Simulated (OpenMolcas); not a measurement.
## Multiconfigurational calculation on Cr IV

Input:

```
&GATEWAY
Coord
1

Cr 0.0 0.0 0.0
Basis=ANO-RCC-VTZP
Group=XYZ
NoMove
AngMom=0.0 0.0 0.0
AMFI
RX2C
&SEWARD
* reference wave functions (RASSCF and RASSI steps not shown): 3 electrons in 10 orbitals (3d 4d)
>>> COPY JOB001 $Project.JobIph
&CASPT2
Multistate=10 1 2 3 4 5 6 7 8 9 10
NoMult
Frozen=2 3
IPEA=0.75
Sig1=0.15
MaxIter=60
WThr=0.0 0.3 0.05
PrWF=0.5
NoMix
>>> COPY JOB002 $Project.JobIph
&CASPT2
Multistate=28 1 2 3 4 5 6 7 8 9 10 11 12 13 14 15 16 17 18 19 20 21 22
23 24 25 26 27 28
NoMult
Frozen=2 3
IPEA=0.75
Sig1=0.15
MaxIter=60
WThr=0.0 0.3 0.05
PrWF=0.5
NoMix
```

Launched by
```bash
OMP_NUM_THREADS=1 MOLCAS_MEM=2252 MOLCAS_PROJECT=a pymolcas a.inp > a.log  # once for each step of the input, in one work folder
```

Output, cut to the results:

```
--- CASPT2 ---
Orbital specifications:
      -----------------------

      Symmetry species                           1   2
                                                ag  au
      Frozen orbitals                            2   3
      Inactive orbitals                          1   3
      Active orbitals                           10   0
      Secondary orbitals                        17  23
      Deleted orbitals                           0   0
      Number of basis functions                 30  29
Type of calculation                        SS-CASPT2
      Fock operator                              state-specific
      IPEA shift                                 0.75
      Real shift                                 0.00
      Imaginary shift                            0.00
      Sigma^1 regularizer                        0.15
      The input orbitals will be transformed to quasi-canonical
Reference energy:       -1047.7911418870
      E2 (Non-variational):      -0.3142561497
      Shift correction:           0.0000000026
      E2 (Variational):          -0.3142561471
      Total energy:           -1048.1053980341
      Residual norm:              0.0000002250
      Reference weight:           0.96194
      Contributions to the CASPT2 correlation energy
      Active & Virtual Only:         -0.0112500156
      One Inactive Excited:          -0.1441397944
      Two Inactive Excited:          -0.1588663397
Reference energy:       -1047.7911418870
      E2 (Non-variational):      -0.3149699380
      Shift correction:           0.0000000013
      E2 (Variational):          -0.3149699367
      Total energy:           -1048.1061118237
      Residual norm:              0.0000002646
      Reference weight:           0.96170
      Contributions to the CASPT2 correlation energy
      Active & Virtual Only:         -0.0114031696
      One Inactive Excited:          -0.1445774338
      Two Inactive Excited:          -0.1589893345
::    CASPT2 Root  1     Total energy:  -1048.10539803
::    CASPT2 Root  2     Total energy:  -1048.10611182
::    CASPT2 Root  3     Total energy:  -1048.10625175
::    CASPT2 Root  4     Total energy:  -1048.10551919
::    CASPT2 Root  5     Total energy:  -1048.10690814
::    CASPT2 Root  6     Total energy:  -1048.10629167
::    CASPT2 Root  7     Total energy:  -1048.10507067
::    CASPT2 Root  8     Total energy:  -1048.03986402
::    CASPT2 Root  9     Total energy:  -1048.03986339
::    CASPT2 Root 10     Total energy:  -1048.03995314
--- CASPT2 ---
Orbital specifications:
      -----------------------

      Symmetry species                           1   2
                                                ag  au
      Frozen orbitals                            2   3
      Inactive orbitals                          1   3
      Active orbitals                           10   0
      Secondary orbitals                        17  23
      Deleted orbitals                           0   0
      Number of basis functions                 30  29
Type of calculation                        SS-CASPT2
      Fock operator                              state-specific
      IPEA shift                                 0.75
      Real shift                                 0.00
      Imaginary shift                            0.00
      Sigma^1 regularizer                        0.15
      The input orbitals will be transformed to quasi-canonical
Reference energy:       -1047.7127579326
      E2 (Non-variational):      -0.3226824957
      Shift correction:          -0.0000002044
      E2 (Variational):          -0.3226827001
      Total energy:           -1048.0354406327
      Residual norm:              0.0000008550
      Reference weight:           0.96015
      Contributions to the CASPT2 correlation energy
      Active & Virtual Only:         -0.0146311499
      One Inactive Excited:          -0.1481150856
      Two Inactive Excited:          -0.1599362602
Reference energy:       -1047.7127579326
      E2 (Non-variational):      -0.3230218713
      Shift correction:          -0.0000001431
      E2 (Variational):          -0.3230220143
      Total energy:           -1048.0357799469
      Residual norm:              0.0000008221
      Reference weight:           0.96004
      Contributions to the CASPT2 correlation energy
      Active & Virtual Only:         -0.0146373954
      One Inactive Excited:          -0.1482616800
      Two Inactive Excited:          -0.1601227959
::    CASPT2 Root  1     Total energy:  -1048.03544063
::    CASPT2 Root  2     Total energy:  -1048.03577995
::    CASPT2 Root  3     Total energy:  -1048.03587025
::    CASPT2 Root  4     Total energy:  -1048.03566394
::    CASPT2 Root  5     Total energy:  -1048.03578991
::    CASPT2 Root  6     Total energy:  -1048.03566382
::    CASPT2 Root  7     Total energy:  -1048.03560093
::    CASPT2 Root  8     Total energy:  -1048.03562109
::    CASPT2 Root  9     Total energy:  -1048.03534474
::    CASPT2 Root 10     Total energy:  -1048.00814097
::    CASPT2 Root 11     Total energy:  -1048.00831796
::    CASPT2 Root 12     Total energy:  -1048.00822390
::    CASPT2 Root 13     Total energy:  -1048.00827126
::    CASPT2 Root 14     Total energy:  -1048.00823625
::    CASPT2 Root 15     Total energy:  -1048.00819344
::    CASPT2 Root 16     Total energy:  -1048.00823334
::    CASPT2 Root 17     Total energy:  -1048.00808360
::    CASPT2 Root 18     Total energy:  -1048.00815040
::    CASPT2 Root 19     Total energy:  -1048.00813432
::    CASPT2 Root 20     Total energy:  -1048.00825692
::    CASPT2 Root 21     Total energy:  -1048.01499114
::    CASPT2 Root 22     Total energy:  -1048.01498813
::    CASPT2 Root 23     Total energy:  -1048.01499357
::    CASPT2 Root 24     Total energy:  -1048.00929009
::    CASPT2 Root 25     Total energy:  -1048.00939361
::    CASPT2 Root 26     Total energy:  -1048.00932597
::    CASPT2 Root 27     Total energy:  -1048.00946893
::    CASPT2 Root 28     Total energy:  -1048.00951771
```

Levels above the lowest, from the spin-orbit matrix with the single-state CASPT2 energies, averaged by term, on its diagonal:

```json
{"Configuration": "3d3", "Term": "4F", "J": "3/2", "E (cm-1)": "0.0", "Measured (cm-1)": "0.0", "Term weight %": "100"}
{"Configuration": "3d3", "Term": "4F", "J": "5/2", "E (cm-1)": "248", "Measured (cm-1)": "236", "Term weight %": "100"}
{"Configuration": "3d3", "Term": "4F", "J": "7/2", "E (cm-1)": "588", "Measured (cm-1)": "556", "Term weight %": "100"}
{"Configuration": "3d3", "Term": "4F", "J": "9/2", "E (cm-1)": "1009", "Measured (cm-1)": "946", "Term weight %": "100"}
{"Configuration": "3d3", "Term": "4P", "J": "1/2", "E (cm-1)": "14820", "Measured (cm-1)": "14059", "Term weight %": "100"}
{"Configuration": "3d3", "Term": "4P", "J": "3/2", "E (cm-1)": "14930", "Measured (cm-1)": "14177", "Term weight %": "99"}
{"Configuration": "3d3", "Term": "4P", "J": "5/2", "E (cm-1)": "15230", "Measured (cm-1)": "14471", "Term weight %": "100"}
{"Configuration": "3d3", "Term": "2G", "J": "7/2", "E (cm-1)": "15800", "Measured (cm-1)": "15052", "Term weight %": "100"}
{"Configuration": "3d3", "Term": "2G", "J": "9/2", "E (cm-1)": "16170", "Measured (cm-1)": "15402", "Term weight %": "99"}
{"Configuration": "3d3", "Term": "2P", "J": "1/2", "E (cm-1)": "20390", "Measured (cm-1)": "19519", "Term weight %": "100"}
{"Configuration": "3d3", "Term": "2P", "J": "3/2", "E (cm-1)": "20410", "Measured (cm-1)": "", "Term weight %": "79"}
{"Configuration": "3d3", "Term": "2D", "J": "3/2", "E (cm-1)": "21820", "Measured (cm-1)": "20650", "Term weight %": "79"}
{"Configuration": "3d3", "Term": "2H", "J": "9/2", "E (cm-1)": "21900", "Measured (cm-1)": "21066", "Term weight %": "99"}
{"Configuration": "3d3", "Term": "2D", "J": "5/2", "E (cm-1)": "21970", "Measured (cm-1)": "20664", "Term weight %": "100"}
{"Configuration": "3d3", "Term": "2H", "J": "11/2", "E (cm-1)": "22190", "Measured (cm-1)": "21321", "Term weight %": "100"}
```

Against the 13 measured excited levels shown (Sugar and Corliss, J. Phys. Chem. Ref. Data 6, 317 (1977)) the mean absolute deviation is 690 cm-1; the largest miss in energy is 3d3 2D 5/2: computed 21970, measured 20664 cm-1 (+6.3 %).

CASPT2 does not keep the components of a term degenerate, so their means are used; among the terms shown or strongly mixed into the levels shown the widest spread is 400 cm-1 (3d3 4F). Terms from blocks run as CI alone lack orbitals of their own. Active for correlation alone: 4d; no level in the range computed is led by a configuration that fills it, so any true level of that kind is missing. Measured partners are found by configuration, term and J. A level has none where our copy of the source lacks it or the pairing is in doubt (some pairs that miss far off the trend of their configuration count as doubtful), and it then counts in no deviation. Levels of configurations outside the active space are missing. The first state left out of the spin-orbit step lies near 40000 cm-1 above the lowest spin-free state of the reference (among the parities and spins computed), and the list stops at four fifths of that energy or lower.

The term weight is that of the spin-free term in the level, not the purity of its configuration.
